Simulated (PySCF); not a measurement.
# Reading the logs of faulty runs: Al2ClH2O

All numbers below are calculated, not measured. They come from PySCF 2.14.0, an open-source quantum chemistry program, on an isolated molecule that a program drew, which may never have been made. The molecule is Al2ClH2O (charge 0, doublet), drawn as the SMILES string `[OH][AlH][Al][Cl]`.

Each row is a Hartree-Fock (HF) and frozen-core CCSD(T) single point in the cc-pV(D+d)Z basis, meant for a local HF minimum. Run 1 is clean. Each other run has one planted mistake out of seven kinds, and not every kind appears here: one electron removed, one electron added, multiplicity raised by two, geometry at a saddle point, minimal basis STO-3G, one bond length entered in bohr, all coordinates scaled. The reference is restricted for singlets and unrestricted otherwise, and also for a bond in bohr. Adding or removing an electron swaps singlet and doublet. Electrons count all cores. HOMO and LUMO are orbital energies over both spins, the gradient is its largest component, and the lowest frequency (negative if imaginary) is given only where the gradient is small. Bond lengths are over the 5 bonds as drawn. T1 is the CCSD diagnostic: over 0.02 (restricted) or 0.045 (unrestricted) a single reference is doubtful.

Geometry of the clean run:
```xyz
6
Al2ClH2O, angstrom
O     0.9178    1.4168    1.3363
Al    0.6735    0.1342    0.2563
Al    1.6986    0.5281   -2.1403
Cl    0.3769    1.1295   -3.7268
H     0.7003    1.4657    2.2530
H     0.0437   -1.2172    0.7969
```

```
run  electrons  basis functions  <S^2>  HOMO (eV)  LUMO (eV)  gradient (hartree/bohr)  lowest frequency (cm^-1)  mean bond (Å)  longest bond (Å)      T1  HF (hartree)  CCSD(T) (hartree)                          mistake
  1         53               93  0.780      -7.66       0.57                  3.2e-05                        41         1.8021             2.636  0.0186   -1019.47905        -1019.95232                         no fault
  2         53               93  0.761      -8.32       0.65                  3.3e-03                         -         2.2713             4.982  0.0166   -1019.45278        -1019.92519  one bond length entered in bohr
  3         53               34  0.787      -4.14       5.93                  7.2e-02                         -         1.8021             2.636  0.0177   -1007.66363        -1007.77387             minimal basis STO-3G
  4         53               93  0.783      -7.84       0.46                  3.2e-02                         -         1.8598             2.721  0.0195   -1019.47419        -1019.94996                                ?
```

**Which mistake was planted in run 4, and what did it cost?**

The mean and the longest bond both change by the same factor, 1.032, and the gradient is no longer small. So the mistake is: all coordinates scaled. Subtracting run 1 and multiplying by 627.51 kcal/mol a hartree, the energy moved by 3.0 kcal/mol in HF and 1.5 kcal/mol in CCSD(T).

